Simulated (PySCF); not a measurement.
H9N3Si3, charge -1, doublet, at a GFN2-xTB geometry (a state made from the parent by changing its charge; the spin is typed, not shown lowest) (in this run its highest filled SCF level lies above zero, so its values depend strongly on the basis, on diffuse functions most of all); CCSD/STO-3G (PySCF).

Here is a job for PySCF.
```python
from pyscf import gto, scf, cc

mol = gto.Mole()
mol.atom = '''
    Si    1.66547442   -0.48907564   -0.59819950
    N     0.59418415   -1.50472773    0.32249669
    Si   -1.10568783   -1.24155363    0.41227852
    N    -1.39538756    0.41725957    0.77463053
    Si   -0.62575011    1.72431754   -0.07751450
    N     1.00420036    1.12074811   -0.34532915
    H     1.74247123   -0.70119423   -2.07046356
    H     3.01349731   -0.73837966   -0.04327928
    H     0.87755749   -2.46913715    0.37976229
    H    -1.69090226   -1.51990684   -0.97964277
    H    -1.83115545   -2.19718535    1.28224697
    H    -2.32319235    0.62288539    1.10713860
    H    -0.75163728    2.89885584    0.81235450
    H    -1.16994070    2.11228503   -1.40861257
    H     1.63581267    1.84718153   -0.65399401
'''
mol.basis = 'sto-3g'
mol.charge = -1
mol.spin = 1
mol.verbose = 4
mol.build()

mf = scf.UHF(mol)
mf.kernel()

mycc = cc.CCSD(mf)
mycc.kernel()
print('E(CCSD) = %.10f' % mycc.e_tot)
mf.analyze()
```

The log (banner, timings and long lists left out):

```
PySCF version 2.14.0

[INPUT] verbose = 4
[INPUT] num. atoms = 15
[INPUT] num. electrons = 73
[INPUT] charge = -1
[INPUT] spin (= nelec alpha-beta = 2S) = 1
[INPUT] symmetry False subgroup None
[INPUT] Mole.unit = angstrom
[INPUT] Symbol           X                Y                Z      unit          X                Y                Z       unit  Magmom
[...]
nuclear repulsion = 472.959681866787
number of shells = 33
number of NR pGTOs = 153
number of NR cGTOs = 51
basis = sto-3g
ecp = {}

******** <class 'pyscf.scf.uhf.UHF'> ********
method = UHF
initial guess = minao
damping factor = 0
level_shift factor = 0
DIIS = <class 'pyscf.scf.diis.CDIIS'>
diis_start_cycle = 1
diis_space = 8
diis_damp = 0
SCF conv_tol = 1e-09
SCF conv_tol_grad = None
SCF max_cycles = 50
direct_scf = True
direct_scf_tol = 1e-13
number electrons alpha = 37  beta = 36
Set gradient conv threshold to 3.16228e-05
init E= -1023.73633290316

cycle= 1 E= -1022.77064502666  delta_E= 0.966  |g|= 0.518  |ddm|= 4.16
cycle= 2 E= -1022.93558111682  delta_E= -0.165  |g|= 0.194  |ddm|= 1.28
cycle= 3 E= -1022.96385972265  delta_E= -0.0283  |g|= 0.0357  |ddm|= 0.48
cycle= 4 E= -1022.9715836083  delta_E= -0.00772  |g|= 0.0346  |ddm|= 0.573
cycle= 5 E= -1022.96570373997  delta_E= 0.00588  |g|= 0.0285  |ddm|= 0.468
cycle= 6 E= -1022.95792950165  delta_E= 0.00777  |g|= 0.014  |ddm|= 1.22
cycle= 7 E= -1022.95809235264  delta_E= -0.000163  |g|= 0.00962  |ddm|= 0.237
cycle= 8 E= -1022.95818597783  delta_E= -9.36e-05  |g|= 0.00321  |ddm|= 0.106
cycle= 9 E= -1022.95820887663  delta_E= -2.29e-05  |g|= 0.00158  |ddm|= 0.087
cycle= 10 E= -1022.95821217876  delta_E= -3.3e-06  |g|= 0.000912  |ddm|= 0.0329
cycle= 11 E= -1022.95821631529  delta_E= -4.14e-06  |g|= 0.000374  |ddm|= 0.0174
cycle= 12 E= -1022.95821695802  delta_E= -6.43e-07  |g|= 0.000191  |ddm|= 0.0118
cycle= 13 E= -1022.95821711757  delta_E= -1.6e-07  |g|= 8.56e-05  |ddm|= 0.00397
cycle= 14 E= -1022.95821716852  delta_E= -5.09e-08  |g|= 4.81e-05  |ddm|= 0.00224
cycle= 15 E= -1022.95821717677  delta_E= -8.25e-09  |g|= 2.84e-05  |ddm|= 0.000801
cycle= 16 E= -1022.95821717809  delta_E= -1.32e-09  |g|= 1.22e-05  |ddm|= 0.000624
cycle= 17 E= -1022.9582171782  delta_E= -1.12e-10  |g|= 2.76e-06  |ddm|= 0.000405
Extra cycle  E= -1022.95821717823  delta_E= -2.41e-11  |g|= 2.37e-06  |ddm|= 2.83e-05
converged SCF energy = -1022.95821717823  <S^2> = 0.76051626  2S+1 = 2.0104888

******** <class 'pyscf.cc.uccsd.UCCSD'> ********
CC2 = 0
CCSD nocc = (np.int64(37), np.int64(36)), nmo = (51, 51)
max_cycle = 50
direct = 0
conv_tol = 1e-07
conv_tol_normt = 1e-06
diis_space = 6
diis_start_cycle = 0
diis_start_energy_diff = 1e+09
Init t2, MP2 energy = -0.27242508119252
Init E_corr(UCCSD) = -0.272425081209867
cycle = 1  E_corr(UCCSD) = -0.312045473573269  dE = -0.0396203924  norm(t1,t2) = 0.104171
cycle = 2  E_corr(UCCSD) = -0.327864284820418  dE = -0.0158188112  norm(t1,t2) = 0.0351604
cycle = 3  E_corr(UCCSD) = -0.334676658928631  dE = -0.00681237411  norm(t1,t2) = 0.0154881
cycle = 4  E_corr(UCCSD) = -0.335758210865919  dE = -0.00108155194  norm(t1,t2) = 0.00398138
cycle = 5  E_corr(UCCSD) = -0.335596541525125  dE = 0.000161669341  norm(t1,t2) = 0.00184178
cycle = 6  E_corr(UCCSD) = -0.335588947013124  dE = 7.594512e-06  norm(t1,t2) = 0.000809793
cycle = 7  E_corr(UCCSD) = -0.33559010310932  dE = -1.1560962e-06  norm(t1,t2) = 0.00082739
cycle = 8  E_corr(UCCSD) = -0.335581175013426  dE = 8.92809589e-06  norm(t1,t2) = 0.000850627
cycle = 9  E_corr(UCCSD) = -0.335575251889407  dE = 5.92312402e-06  norm(t1,t2) = 0.00060546
cycle = 10  E_corr(UCCSD) = -0.335585687516645  dE = -1.04356272e-05  norm(t1,t2) = 0.000254625
cycle = 11  E_corr(UCCSD) = -0.335589861495099  dE = -4.17397845e-06  norm(t1,t2) = 0.000141789
cycle = 12  E_corr(UCCSD) = -0.335593107873913  dE = -3.24637881e-06  norm(t1,t2) = 6.86901e-05
cycle = 13  E_corr(UCCSD) = -0.335592553139438  dE = 5.54734475e-07  norm(t1,t2) = 2.88763e-05
[...]
E(UCCSD) = -1023.293809484271  E_corr = -0.3355923060424666
E(CCSD) = -1023.2938094843
Total Energy =                       -1022.958217178228551
[...]
**** MO energy ****
                             alpha | beta                alpha | beta
[...]
To work with the spin densities directly, `use mulliken_meta_spin()` only printing them here.

 ** Mulliken spin pop alpha/beta on meta-lowdin orthogonal AOs **
 ** Mulliken Spin Density (per AO)  **
spin_pop of  0 Si 1s        0.00000
spin_pop of  0 Si 2s        0.00002
spin_pop of  0 Si 3s        0.14262
spin_pop of  0 Si 2px      -0.00002
spin_pop of  0 Si 2py      -0.00002
spin_pop of  0 Si 2pz      -0.00003
spin_pop of  0 Si 3px      -0.00892
spin_pop of  0 Si 3py      -0.01455
spin_pop of  0 Si 3pz      -0.01837
spin_pop of  1 N 1s        0.00002
spin_pop of  1 N 2s        0.09792
spin_pop of  1 N 2px      -0.00665
spin_pop of  1 N 2py      -0.00052
spin_pop of  1 N 2pz      -0.00178
spin_pop of  2 Si 1s        0.00000
spin_pop of  2 Si 2s        0.00001
spin_pop of  2 Si 3s        0.12269
spin_pop of  2 Si 2px      -0.00001
spin_pop of  2 Si 2py      -0.00002
spin_pop of  2 Si 2pz      -0.00001
spin_pop of  2 Si 3px      -0.00245
spin_pop of  2 Si 3py      -0.01415
spin_pop of  2 Si 3pz       0.02604
spin_pop of  3 N 1s        0.00002
spin_pop of  3 N 2s        0.09792
spin_pop of  3 N 2px      -0.00135
spin_pop of  3 N 2py      -0.01301
spin_pop of  3 N 2pz       0.00541
spin_pop of  4 Si 1s        0.00000
spin_pop of  4 Si 2s        0.00002
spin_pop of  4 Si 3s        0.14262
spin_pop of  4 Si 2px      -0.00002
spin_pop of  4 Si 2py      -0.00002
spin_pop of  4 Si 2pz      -0.00003
spin_pop of  4 Si 3px      -0.01424
spin_pop of  4 Si 3py      -0.00763
spin_pop of  4 Si 3pz      -0.01997
spin_pop of  5 N 1s        0.00002
spin_pop of  5 N 2s        0.09982
spin_pop of  5 N 2px      -0.00477
spin_pop of  5 N 2py      -0.00446
spin_pop of  5 N 2pz      -0.00062
spin_pop of  6 H 1s        0.06438
spin_pop of  7 H 1s        0.05673
spin_pop of  8 H 1s        0.03090
spin_pop of  9 H 1s       -0.00201
spin_pop of  10 H 1s        0.07133
spin_pop of  11 H 1s        0.03090
spin_pop of  12 H 1s        0.05673
spin_pop of  13 H 1s        0.06438
spin_pop of  14 H 1s        0.02513
 ** Mulliken Spin Density (per atom)  **
spin density of  0 Si =      0.10073
spin density of  1 N =      0.08899
spin density of  2 Si =      0.13210
spin density of  3 N =      0.08899
spin density of  4 Si =      0.10073
spin density of  5 N =      0.08998
spin density of  6 H =      0.06438
spin density of  7 H =      0.05673
spin density of  8 H =      0.03090
spin density of  9 H =     -0.00201
spin density of  10 H =      0.07133
spin density of  11 H =      0.03090
spin density of  12 H =      0.05673
spin density of  13 H =      0.06438
spin density of  14 H =      0.02513
 ** Mulliken pop alpha/beta on meta-lowdin orthogonal AOs **
 ** Mulliken pop       alpha | beta **
In total            37.00000 | 36.00000
 ** Mulliken atomic charges   ( Nelec_alpha | Nelec_beta ) **
charge of  0Si =      0.71960  (     6.69057      6.58984 )
charge of  1N =     -0.57682  (     3.83290      3.74392 )
charge of  2Si =      0.72056  (     6.70577      6.57367 )
charge of  3N =     -0.57682  (     3.83290      3.74392 )
charge of  4Si =      0.71960  (     6.69057      6.58984 )
charge of  5N =     -0.58836  (     3.83917      3.74919 )
charge of  6H =     -0.25313  (     0.65876      0.59437 )
charge of  7H =     -0.23790  (     0.64731      0.59058 )
charge of  8H =      0.02514  (     0.50288      0.47198 )
charge of  9H =     -0.26225  (     0.63012      0.63213 )
charge of  10H =     -0.23875  (     0.65504      0.58371 )
charge of  11H =      0.02514  (     0.50288      0.47198 )
charge of  12H =     -0.23790  (     0.64731      0.59058 )
charge of  13H =     -0.25313  (     0.65876      0.59437 )
charge of  14H =      0.01501  (     0.50506      0.47993 )

WARN: System has nonzero charge -1; the dipole moment is origin-dependent.
Location of origin: [0. 0. 0.]

Dipole moment(X, Y, Z, Debye): -0.20526, -0.09150, -0.51429
```
